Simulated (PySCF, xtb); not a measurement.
C2H7BFNO, SMILES C(NB(F)O)C. Other conformers were not sampled.

Harmonic wavenumbers (cm⁻¹) from GFN2-xTB (xtb 6.7.1) at its own minimum, in rising order: 57, 109, 169, 238, 347, 418, 476, 494, 547, 602, 780, 840, 930, 980, 1069, 1099, 1155, 1228, 1254, 1292, 1348, 1403, 1473, 1489, 1498, 1506, 2904, 2997, 3035, 3047, 3047, 3481, 3642.

Task: What does PySCF with PBE0-D3(BJ)/def2-SVP give at its own minimum? (Estimate from the structure and the level; the computed values follow.)

Result: 54, 104, 190, 280, 374, 425, 452, 533, 584, 667, 780, 836, 945, 1003, 1095, 1123, 1199, 1287, 1348, 1381, 1410, 1436, 1462, 1466, 1486, 1608, 3039, 3051, 3125, 3148, 3157, 3660, 3935. Paired by order, the mean absolute difference is 56 cm⁻¹ and the zero-point energies are 64.3 and 66.7 kcal/mol.
